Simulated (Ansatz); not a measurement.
Level of theory: Ansatz (a program for electronic structure) with frozen-core CCSD(T)/def2-TZVPP // r2SCAN-D4/def2-TZVP.

Ansatz 0.2 input:
```yaml
crystal:
  periodic: [false, false, false]
  atoms:
    - { symbol: N, position_ang: [-0.887798, 0.029755, 0.151735] }
    - { symbol: Si, position_ang: [0.751203, -0.229849, -0.331952] }
    - { symbol: H, position_ang: [-1.373498, -0.689148, 0.667745] }
    - { symbol: H, position_ang: [-1.522614, 0.505928, -0.47207] }
    - { symbol: H, position_ang: [1.284069, 1.081393, -0.805475] }
    - { symbol: H, position_ang: [1.499239, -0.685811, 0.876381] }
basis:
  gaussian: { orbitals: def2-TZVPP }
correlation:
  method: ccsd_t
magnetization:
  spin_polarized: true
  initial_magnetization: 1
```

Output:

```
Functional definition: HF
737 factors; integrals over basis functions are off by at most 8.3e-4 eV
mean field evaluation 1: about -9405.2014 eV, gradient 2.3e1 eV
mean field evaluation 2: about -9405.2019 eV, gradient 2.3e1 eV
mean field evaluation 4: about -9407.6816 eV, gradient 2.3e0 eV
mean field evaluation 8: about -9407.7555 eV, gradient 2.8e-3 eV
mean field evaluation 16: about -9407.6821 eV, gradient 2.3e0 eV
mean field evaluation 32: about -9403.1053 eV, gradient 7.0e-2 eV
mean field -9407.75552704 eV, -345.7286388131 hartree, gradient 3.1e-6 eV, S^2 0.756511; 0 other end points of the search recorded, 0 dependent functions left out
6 core orbitals not correlated
reference -9407.75552704 eV, -345.7286388131 hartree; 7, 6 occupied and 116, 117 virtual orbitals, 737 factors
second order -8.88673880 eV of doubles, -0.00000000 eV of singles
cycle   1  -9.31820561 eV  change   -4.3e-1 eV  update   6.7e-2
cycle   2  -9.59246923 eV  change   -2.7e-1 eV  update   2.3e-2
cycle   3  -9.63867880 eV  change   -4.6e-2 eV  update   1.2e-2
cycle   4  -9.63398328 eV  change    4.7e-3 eV  update   4.9e-3
cycle   5  -9.63474694 eV  change   -7.6e-4 eV  update   2.6e-3
cycle   6  -9.63488004 eV  change   -1.3e-4 eV  update   9.6e-4
cycle   7  -9.63498944 eV  change   -1.1e-4 eV  update   2.9e-4
cycle   8  -9.63508541 eV  change   -9.6e-5 eV  update   1.1e-4
cycle   9  -9.63507653 eV  change    8.9e-6 eV  update   3.8e-5
cycle  10  -9.63507324 eV  change    3.3e-6 eV  update   1.7e-5
cycle  11  -9.63507891 eV  change   -5.7e-6 eV  update   7.0e-6
perturbative correction -0.33866266 eV, -0.0124456233 hartree
Total energy: -9417.72926861 eV, -346.0951670554 hartree
```

Cost: very roughly 30 core-seconds.
